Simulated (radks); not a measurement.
Values are calculated unless marked as measured or tabulated.
Problem. Valence configurations of Gd III (all share [Xe]). Code: a radial shooting solver on a logarithmic mesh with Libxc functionals. Model: Dirac Kohn-Sham, PBEsol, spin-unpolarised, spherical densities, point nucleus; open shells are shared between the two j in proportion to 2j + 1. Order these by energy: 4f6 6s1 6p1; 4f6 5d1 6p1; 4f6.5 5d1 6p0.5; 4f6 5d1 6s1; 4f4 5d1 6s1 6p2; 4f7 5d1; 4f8; 4f5 5d1 6p2; 4f7 6p1; 4f7 6s1.

Solution. From the lowest, in eV above it: 4f8 0.000; 4f7 5d1 5.071; 4f7 6s1 5.606; 4f7 6p1 10.111; 4f6.5 5d1 6p0.5 12.032; 4f6 5d1 6s1 16.367; 4f6 5d1 6p1 21.157; 4f6 6s1 6p1 23.521; 4f5 5d1 6p2 46.657; 4f4 5d1 6s1 6p2 76.887. NIST lists [Xe] 4f7 5d1 as the ground configuration; this level of theory puts 4f8 lower, by 5.071 eV. The energies are those of spherical spin-averaged densities, not of single terms.
